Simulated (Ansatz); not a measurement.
Reaction (substitution at a C–Si bond): `C#C[SiH](C#C)C#C` + `C[SiH2]BS` → `C#CSB[SiH2]C` + `C#C[SiH2]C#C`

Calculated with Ansatz (gas phase, PBE0-D4/def2-TZVP geometries, no zero-point term in ΔE). CCSD(T)/CBS adds triple-zeta CCSD(T) − MP2 to the extrapolated MP2 energy (def2 sets, frozen cores). Functionals use def2-TZVPP. B3LYP here is the variant with VWN-RPA as its local correlation; programs differ in this. HSE06 is defined as in plane-wave codes. Each species was taken in one conformer, which may not be the lowest.

```json
{"level": "LDA (SPW92)", "ΔE (kJ/mol)": "57.9", "difference from CCSD(T)/CBS": "-54.3"}
{"level": "PBE-D4", "ΔE (kJ/mol)": "79.6", "difference from CCSD(T)/CBS": "-32.6"}
{"level": "revPBE-D4", "ΔE (kJ/mol)": "77.9", "difference from CCSD(T)/CBS": "-34.3"}
{"level": "BLYP-D4", "ΔE (kJ/mol)": "111.4", "difference from CCSD(T)/CBS": "-0.8"}
{"level": "r2SCAN-D4", "ΔE (kJ/mol)": "92.6", "difference from CCSD(T)/CBS": "-19.6"}
{"level": "B97M-V", "ΔE (kJ/mol)": "102.6", "difference from CCSD(T)/CBS": "-9.6"}
{"level": "PBE0-D4", "ΔE (kJ/mol)": "88.9", "difference from CCSD(T)/CBS": "-23.3"}
{"level": "r2SCANh-D4", "ΔE (kJ/mol)": "94.4", "difference from CCSD(T)/CBS": "-17.8"}
{"level": "r2SCAN0-D4", "ΔE (kJ/mol)": "96.9", "difference from CCSD(T)/CBS": "-15.3"}
{"level": "HSE06-D4", "ΔE (kJ/mol)": "88.9", "difference from CCSD(T)/CBS": "-23.3"}
{"level": "BHLYP-D4", "ΔE (kJ/mol)": "132.7", "difference from CCSD(T)/CBS": "20.5"}
{"level": "CAM-B3LYP-D4", "ΔE (kJ/mol)": "122.9", "difference from CCSD(T)/CBS": "10.7"}
{"level": "ωB97X-V", "ΔE (kJ/mol)": "109.5", "difference from CCSD(T)/CBS": "-2.7"}
{"level": "ωB97M-V", "ΔE (kJ/mol)": "107.8", "difference from CCSD(T)/CBS": "-4.4"}
{"level": "B2PLYP", "ΔE (kJ/mol)": "118.0", "difference from CCSD(T)/CBS": "5.8"}
{"level": "PBE-QIDH", "ΔE (kJ/mol)": "95.1", "difference from CCSD(T)/CBS": "-17.1"}
{"level": "PBE", "ΔE (kJ/mol)": "85.3", "difference from CCSD(T)/CBS": "-26.9"}
{"level": "revPBE", "ΔE (kJ/mol)": "94.6", "difference from CCSD(T)/CBS": "-17.6"}
{"level": "BLYP", "ΔE (kJ/mol)": "124.1", "difference from CCSD(T)/CBS": "11.9"}
{"level": "r2SCAN", "ΔE (kJ/mol)": "93.7", "difference from CCSD(T)/CBS": "-18.5"}
{"level": "PBE0", "ΔE (kJ/mol)": "93.6", "difference from CCSD(T)/CBS": "-18.6"}
{"level": "B3LYP", "ΔE (kJ/mol)": "126.5", "difference from CCSD(T)/CBS": "14.3"}
{"level": "r2SCANh", "ΔE (kJ/mol)": "95.6", "difference from CCSD(T)/CBS": "-16.6"}
{"level": "r2SCAN0", "ΔE (kJ/mol)": "98.2", "difference from CCSD(T)/CBS": "-14.0"}
{"level": "HSE06", "ΔE (kJ/mol)": "93.2", "difference from CCSD(T)/CBS": "-19.0"}
{"level": "BHLYP", "ΔE (kJ/mol)": "139.7", "difference from CCSD(T)/CBS": "27.5"}
{"level": "CAM-B3LYP", "ΔE (kJ/mol)": "127.7", "difference from CCSD(T)/CBS": "15.5"}
{"level": "LC-ωPBE", "ΔE (kJ/mol)": "101.2", "difference from CCSD(T)/CBS": "-11.0"}
{"level": "RPA@PBE/def2-TZVPP", "ΔE (kJ/mol)": "109.8", "difference from CCSD(T)/CBS": "-2.4"}
{"level": "HF/def2-SVP", "ΔE (kJ/mol)": "180.7", "difference from CCSD(T)/CBS": "68.5"}
{"level": "MP2/def2-SVP", "ΔE (kJ/mol)": "88.5", "difference from CCSD(T)/CBS": "-23.7"}
{"level": "CCSD/def2-SVP", "ΔE (kJ/mol)": "121.2", "difference from CCSD(T)/CBS": "9.0"}
{"level": "HF/def2-TZVPP", "ΔE (kJ/mol)": "182.2", "difference from CCSD(T)/CBS": "70.0"}
{"level": "MP2/def2-TZVPP", "ΔE (kJ/mol)": "89.6", "difference from CCSD(T)/CBS": "-22.6"}
{"level": "SCS-MP2/def2-TZVPP", "ΔE (kJ/mol)": "109.2", "difference from CCSD(T)/CBS": "-3.0"}
{"level": "CCSD/def2-TZVPP", "ΔE (kJ/mol)": "127.4", "difference from CCSD(T)/CBS": "15.2"}
{"level": "CCSD(T)/def2-TZVPP", "ΔE (kJ/mol)": "112.9", "difference from CCSD(T)/CBS": "0.7"}
{"level": "SCS-MP2/def2-QZVPP", "ΔE (kJ/mol)": "109.3", "difference from CCSD(T)/CBS": "-2.9"}
{"level": "HF/CBS(def2)", "ΔE (kJ/mol)": "181.3", "difference from CCSD(T)/CBS": "69.1"}
{"level": "MP2/CBS(def2)", "ΔE (kJ/mol)": "88.9", "difference from CCSD(T)/CBS": "-23.3"}
{"level": "CCSD(T)/CBS", "ΔE (kJ/mol)": "112.2", "difference from CCSD(T)/CBS": "0"}
```

Question: What do rigid-rotor, harmonic-oscillator terms from PBE0-D4/def2-TZVP frequencies (298.15 K, 1 bar) make of the CCSD(T)/CBS value? (An estimate is asked.)

Answer: Ansatz gave: ΔZPE = -0.8 kJ/mol, ΔH = +109.8 kJ/mol, ΔS = -16 J/(mol·K), ΔG = +114.5 kJ/mol. Modes under 50 cm⁻¹ make the entropy rough.

Largest T1 diagnostic among the species: 0.014.

The D4 term adds −9.3 kJ/mol with B3LYP and −4.7 kJ/mol with PBE0; it sums over pairs of atoms, weighted by their polarisabilities, and B3LYP, whose exchange is more repulsive, gets the larger term. In def2-TZVPP, CCSD(T) changes the Hartree–Fock value by −69.3 kJ/mol (the triples alone add −14.4 kJ/mol) and MP2 by −92.6 kJ/mol. Leaving LDA and LC-ωPBE aside and taking each functional with its dispersion term where it has one, the values spread over 54.7 kJ/mol, from revPBE-D4 to BHLYP-D4. LDA lies −27.4 kJ/mol from PBE without D4.
